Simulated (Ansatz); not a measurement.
`[SH][GeH]` + `FC[SiH]([SiH3])[SiH3]` → `[F][Ge][SH]` + `C[SiH]([SiH3])[SiH3]`  (redistribution)

Program: Ansatz. Geometries: PBE0-D4/def2-TZVP. ΔE: electronic, gas phase. CBS: MP2 limit from def2 TZ/QZ plus the TZ coupled-cluster correction, frozen cores. Functionals use def2-TZVPP. B3LYP here is the variant with VWN-RPA as its local correlation; programs differ in this. For Ge outer-core shells are correlated without core-valence functions, which leaves a few kJ/mol of doubt a bond. Scalar relativity is left out up to krypton. Each species was taken in one conformer, which may not be the lowest.

```tsv
level	ΔE (kcal/mol)
PBE-D4	-54.4
ωB97X-V	-54.6
ωB97M-V	-55.2
PBE	-54.4
B3LYP	-54.7
HF/def2-TZVPP	-52.7
CCSD/def2-TZVPP	-54.1
HF/CBS(def2)	-53.4
```

**Question.** What does CCSD(T)/CBS give? (Best estimate.)

**Answer.** Ansatz gave: -55.8 kcal/mol. The listed levels differ from it by 1.4, 1.2, 0.6, 1.4, 1.1, 3.1, 1.7, 2.4 kcal/mol.

Largest T1 diagnostic among the species: 0.015.

In def2-TZVPP, CCSD(T) changes the Hartree–Fock value by −1.9 kcal/mol (the triples alone add −0.4 kcal/mol) and MP2 by −5.5 kcal/mol.
